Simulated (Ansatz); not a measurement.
`ClB1CCO1` + `[NH2][InH][Cl]` → `NB1CCO1` + `[Cl][InH][Cl]`  (redistribution)

Computed with Ansatz on PBE0-D4/def2-TZVP structures; ΔE is electronic, products minus reactants. CCSD(T)/CBS adds triple-zeta CCSD(T) − MP2 to the extrapolated MP2 energy (def2 sets, frozen cores). DFT in def2-TZVPP. HSE06 is defined as in plane-wave codes. Elements past krypton have def2 core potentials. For In outer-core shells are correlated without core-valence functions, which leaves a few kJ/mol of doubt a bond. One conformer a species, not always the lowest.

`ClB1CCO1`:

```xyz
9

Cl   -2.037    1.846    0.744
B    -0.812    0.760    0.149
C     0.191   -0.299    0.737
C     0.531   -0.393   -0.755
O    -0.451    0.616   -1.153
H     0.990    0.074    1.377
H    -0.237   -1.200    1.177
H     1.531   -0.061   -1.037
H     0.296   -1.342   -1.238
```

`[NH2][InH][Cl]`:

```xyz
6

N     0.458    0.049   -1.063
In   -0.123    0.178    0.841
Cl   -2.337   -0.553    1.022
H     1.433    0.046   -1.318
H    -0.081   -0.525   -1.692
H     0.651    0.805    2.211
```

`NB1CCO1`:

```xyz
11

N    -1.875    0.512   -0.459
B    -0.609    0.026   -0.137
C     0.844    0.595    0.137
C     1.104   -0.907    0.321
O    -0.265   -1.303    0.052
H    -2.069    1.488   -0.585
H    -2.669   -0.092   -0.584
H     0.989    1.199    1.033
H     1.373    1.055   -0.697
H     1.779   -1.359   -0.410
H     1.397   -1.214    1.328
```

`[Cl][InH][Cl]`:

```xyz
4

Cl   -1.769   -1.005   -0.823
In    0.201   -0.042   -0.089
Cl   -0.153    1.406    1.678
H     1.721   -0.360   -0.766
```

**Question.** Is it downhill or uphill in electronic energy at CCSD(T)/CBS, and by how much? (Estimate.)

**Answer.** The calculation gave: Downhill: ΔE = -112.5 kJ/mol.

**Question.** What do these levels give: BHLYP-D4, PBE-QIDH, HSE06, LC-ωPBE, MP2/def2-TZVPP, SCS-MP2/def2-QZVPP? (Best estimate.)

**Answer.** Computed: BHLYP-D4 -130.9, PBE-QIDH -119.2, HSE06 -121.3, LC-ωPBE -118.2, MP2/def2-TZVPP -108.1, SCS-MP2/def2-QZVPP -111.8 kJ/mol.

Largest T1 diagnostic among the species: 0.014.

From r2SCAN to r2SCAN0 (25 % exact exchange), in def2-TZVPP and without D4, ΔE moves by −6.3 kJ/mol. At CCSD(T), def2-SVP lies −8.3 kJ/mol from the extrapolated value and def2-TZVPP +1.2 kJ/mol. In def2-TZVPP, CCSD(T) changes the Hartree–Fock value by +30.7 kJ/mol (the triples alone add +4.6 kJ/mol) and MP2 by +33.9 kJ/mol.
